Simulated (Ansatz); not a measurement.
Computed with B3LYP-D3(BJ)/def2-TZVP (Ansatz, an electronic-structure program). No frequencies were computed at this level.

Ansatz 0.2 input:
```yaml
crystal:
  periodic: [false, false, false]
  atoms:
    - { symbol: O, position_ang: [-1.988653, -0.041339, -0.001442] }
    - { symbol: B, position_ang: [-0.805964, 0.069164, 0.000662] }
    - { symbol: B, position_ang: [0.80603, 0.21822, -0.000762] }
    - { symbol: O, position_ang: [1.98859, 0.329039, 0.001541] }
basis:
  gaussian: { orbitals: def2-tzvp }
hamiltonian:
  xc: b3lyp
  dispersion: d3bj
relax:
  max_steps: 150
```

Output:

```
Functional definition: B3LYP
640 factors; their error is unknown
mean field evaluation 1: about -5440.5012 eV, gradient 8.0e1 eV
mean field evaluation 2: about -5376.6312 eV, gradient 1.9e2 eV
mean field evaluation 4: about -5451.0715 eV, gradient 4.8e0 eV
mean field evaluation 8: about -5451.1217 eV, gradient 1.2e-1 eV
mean field evaluation 16: about -5451.1322 eV, gradient 7.8e-6 eV
mean field -5451.13224510 eV, -200.3254150971 hartree, gradient 7.9e-6 eV, S^2 0.000000; 0 other end points of the search recorded, 0 dependent functions left out
reference -5451.13246024 eV, -200.3254230035 hartree; 13, 13 occupied and 111, 111 virtual orbitals, 640 factors
relax step   1: F+E_penalty+E_count = -5451.23928762 eV  Δ(F+E_penalty+E_count) = +0.000e0 eV  max|allowed force component| = 9.711e-1 eV/Å  Δτ_max = 0.0000 Å  (27 SCF iters, accepted)
these checks for a lower state are left out or cut short: starts, cluster_reference, orbital_swaps, neighbouring_geometries, increment
640 factors; their error is unknown
mean field -5451.14525954 eV, -200.3258933692 hartree, gradient 1.6e-5 eV, S^2 0.000000; 0 other end points of the search recorded, 0 dependent functions left out
reference -5451.14547465 eV, -200.3259012741 hartree; 13, 13 occupied and 111, 111 virtual orbitals, 640 factors
relax step   2: F+E_penalty+E_count = -5451.25191142 eV  Δ(F+E_penalty+E_count) = -1.262e-2 eV  max|allowed force component| = 1.088e-1 eV/Å  Δτ_max = 0.0150 Å  (30 SCF iters, accepted)
these checks for a lower state are left out or cut short: starts, cluster_reference, orbital_swaps, neighbouring_geometries, increment
640 factors; their error is unknown
mean field -5451.14577438 eV, -200.3259122892 hartree, gradient 1.6e-5 eV, S^2 0.000000; 0 other end points of the search recorded, 0 dependent functions left out
reference -5451.14598952 eV, -200.3259201954 hartree; 13, 13 occupied and 111, 111 virtual orbitals, 640 factors
relax step   3: F+E_penalty+E_count = -5451.25232121 eV  Δ(F+E_penalty+E_count) = -4.098e-4 eV  max|allowed force component| = 5.637e-3 eV/Å  Δτ_max = 0.0036 Å  (31 SCF iters, accepted)
640 factors; their error is unknown
mean field evaluation 32: about -5451.1350 eV, gradient 1.6e-1 eV
mean field -5451.14577438 eV, -200.3259122892 hartree, gradient 4.2e-5 eV, S^2 0.000000; 1 other end points of the search recorded, 0 dependent functions left out
reference -5451.14598952 eV, -200.3259201954 hartree; 13, 13 occupied and 111, 111 virtual orbitals, 640 factors
Total energy: -5451.25253635 eV, -200.3298357191 hartree
Atom 0 at    -2.007089    -0.042989    -0.001226 Å, force    -0.000009     0.000805     0.002198 eV/Å
Atom 1 at    -0.814285     0.068186     0.000087 Å, force    -0.004439    -0.002551    -0.005510 eV/Å
Atom 2 at     0.814295     0.219262    -0.000145 Å, force     0.004389     0.002755     0.005637 eV/Å
Atom 3 at     2.007081     0.330626     0.001283 Å, force     0.000059    -0.001009    -0.002325 eV/Å
Dipole moment:     0.000008    -0.000084    -0.000052 e Å
```

Cost: very roughly 9 core-seconds.
